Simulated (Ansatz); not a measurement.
[AlBr6]3- (AlBr₆³⁻), 7 atoms. Hardware: 4 threads of Intel Xeon on a shared host.

Correlated methods freeze 59 core orbitals; core or outer-core shells of Br are correlated, in sets that lack core-valence functions. A multiply charged anion in the gas phase is held together partly by the finite basis.

Q: How many basis functions does each of these Ansatz runs have, and roughly what does it cost? B97M-V/def2-SVP, charge -3 singlet, energy, from earlier orbitals; MP2/def2-SVPD, charge -3 singlet, energy, from earlier orbitals; HF/STO-3G, charge -3 singlet, energy; RPA@PBE/def2-SVPD, charge -3 singlet, energy, from earlier orbitals; r2SCAN-D4/def2-SVPD, charge -3 singlet, relaxation, 3 steps; PBE-D4/def2-SVPD, charge -3 singlet, energy, from earlier orbitals; r2SCAN-D4/def2-SVP, charge -3 singlet, energy, from earlier orbitals; r2SCAN-D4/def2-SVP, charge -3 triplet at the geometry of the charge -3 singlet, energy, from earlier orbitals; BLYP-D4/def2-SVP, charge -3 singlet, energy, from earlier orbitals; PBE0-D4/def2-SVP, charge -3 singlet, energy, from earlier orbitals; PBE0-D4/def2-SVPD, charge -3 singlet, energy, from earlier orbitals; revPBE-D4/def2-SVP, charge -3 singlet, energy, from earlier orbitals.

A: Other jobs shared the machine, so times can vary by a factor of up to 3. A dash marks memory too small to be measured apart from the calling script's.

```csv
run,functions,fitting or Cholesky vectors,wall time,peak host memory (GiB)
"HF/STO-3G, charge -3 singlet, energy",117,1175,2.7 s,–
"BLYP-D4/def2-SVP, charge -3 singlet, energy, from earlier orbitals",210,2263,6 s,–
"revPBE-D4/def2-SVP, charge -3 singlet, energy, from earlier orbitals",210,2263,6 s,–
"PBE-D4/def2-SVPD, charge -3 singlet, energy, from earlier orbitals",270,2863,11 s,0.79
"r2SCAN-D4/def2-SVP, charge -3 singlet, energy, from earlier orbitals",210,2263,12 s,–
"PBE0-D4/def2-SVP, charge -3 singlet, energy, from earlier orbitals",210,1988,16 s,0.92
"B97M-V/def2-SVP, charge -3 singlet, energy, from earlier orbitals",210,2263,21 s,0.6
"PBE0-D4/def2-SVPD, charge -3 singlet, energy, from earlier orbitals",270,2570,26 s,1.5
"RPA@PBE/def2-SVPD, charge -3 singlet, energy, from earlier orbitals",270,2570,34 s,1.1
"MP2/def2-SVPD, charge -3 singlet, energy, from earlier orbitals",270,2570,35 s,1.5
"r2SCAN-D4/def2-SVPD, charge -3 singlet, relaxation, 3 steps",270,2863,48 s,0.81
"r2SCAN-D4/def2-SVP, charge -3 triplet at the geometry of the charge -3 singlet, energy, from earlier orbitals",210,2263,49 s,0.62
```
